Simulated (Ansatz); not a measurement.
Ansatz (a first-principles code) input (CCSDT/def2-SVP):

Ansatz 0.2 input:
```yaml
crystal:
  periodic: [false, false, false]
  atoms:
    - {symbol: W, position_ang: [-0.00000000, -0.00000000, -0.02294293]}
    - {symbol: H, position_ang: [0.00000000, 0.00000000, 1.69777656]}
basis:
  gaussian:
    orbitals: def2-SVP
magnetization: {spin_polarized: true, initial_magnetization: 5}
correlation: {method: ccsdt, electrons: outside_noble_gas}
```

End of the output:

```
integrals: 0.02 GiB planned
663 factors; integrals over basis functions are off by at most 2.2e-7 eV
mean field: 0.08 GiB planned
mean field evaluation 1: about -1819.9749 eV, gradient 8.6e0 eV
mean field evaluation 2: about -1819.9780 eV, gradient 8.6e0 eV
mean field evaluation 4: about -1820.6423 eV, gradient 1.6e0 eV
mean field evaluation 8: about -1820.7346 eV, gradient 1.8e-1 eV
mean field evaluation 16: about -1820.5111 eV, gradient 2.9e0 eV
mean field evaluation 32: about -1819.1060 eV, gradient 1.5e-3 eV
mean field evaluation 64: about -1817.4712 eV, gradient 8.9e-1 eV
mean field -1820.73611477 eV, -66.9108180785 hartree, gradient 1.1e-6 eV, S^2 8.793072; 3 other end points of the search recorded, 0 dependent functions left out
determinant -1820.73611477 eV, -66.9108180785 hartree, with singles and doubles -1823.31736981 eV, -67.0056774515 hartree
determinant -1819.10598341 eV, -66.8509118561 hartree, with singles and doubles -1821.33545274 eV, -66.9328433425 hartree
determinant -1818.80829679 eV, -66.8399720744 hartree, with singles and doubles -1821.06661431 eV, -66.9229637126 hartree
determinant -1818.20322755 eV, -66.8177361902 hartree, with singles and doubles -1820.54511792 eV, -66.9037990739 hartree
4 core orbitals not correlated
reference -1820.73611477 eV, -66.9108180785 hartree; 6, 1 occupied and 27, 32 virtual orbitals, 663 factors
second order -2.16751892 eV of doubles, -0.00000000 eV of singles
coupled cluster: 0.10 GiB planned
cycle   1  -2.43956104 eV  change   -2.7e-1 eV  update   5.8e-2
cycle   2  -2.58422468 eV  change   -1.4e-1 eV  update   2.8e-2
cycle   3  -2.64129932 eV  change   -5.7e-2 eV  update   1.8e-2
cycle   4  -2.64305865 eV  change   -1.8e-3 eV  update   7.9e-3
cycle   5  -2.64538836 eV  change   -2.3e-3 eV  update   3.7e-3
cycle   6  -2.64694377 eV  change   -1.6e-3 eV  update   2.1e-3
cycle   7  -2.64750826 eV  change   -5.6e-4 eV  update   1.2e-3
cycle   8  -2.64821886 eV  change   -7.1e-4 eV  update   6.9e-4
cycle   9  -2.64822480 eV  change   -5.9e-6 eV  update   3.2e-4
cycle  10  -2.64820789 eV  change    1.7e-5 eV  update   1.4e-4
cycle  11  -2.64827432 eV  change   -6.6e-5 eV  update   6.4e-5
cycle  12  -2.64827468 eV  change   -3.6e-7 eV  update   2.6e-5
cycle  13  -2.64828188 eV  change   -7.2e-6 eV  update   1.2e-5
cycle  14  -2.64827375 eV  change    8.1e-6 eV  update   5.6e-6
cycle  15  -2.64827087 eV  change    2.9e-6 eV  update   2.5e-6
cycle  16  -2.64827112 eV  change   -2.5e-7 eV  update   1.1e-6
cycle  17  -2.64827167 eV  change   -5.5e-7 eV  update   5.4e-7
Total energy: -1823.38438644 eV, -67.0081402672 hartree
```

The spin state was set by rule; other spins were not relaxed.
